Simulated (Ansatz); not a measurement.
Molecule: methylborane, CH5B (charge 0, singlet). SMILES: BC
Geometry: optimised at B3LYP-D3(BJ)/def2-TZVP (Ansatz, a quantum-chemistry and plane-wave program).

Parts of the frozen-core correlation energy in cc-pVDZ (Ansatz, hartree). Frozen orbitals: 2; correlated occupied orbitals by spin: 6 and 6; virtual: 45 and 45. No spin-orbit coupling. No relativistic terms.

```tsv
term	value
reference (HF)	-65.44633
MP2 opposite-spin	…
MP2 same-spin	…
CCSD correlation	-0.27106
(T)	…
CCSDT minus CCSD(T)	-0.00068
T1 diagnostic	0.008
largest doubles amplitude	0.037
```

Some entries are withheld; supply them.


- MP2 opposite-spin, value: -0.19078
- MP2 same-spin, value: -0.04378
- (T), value: -0.00625
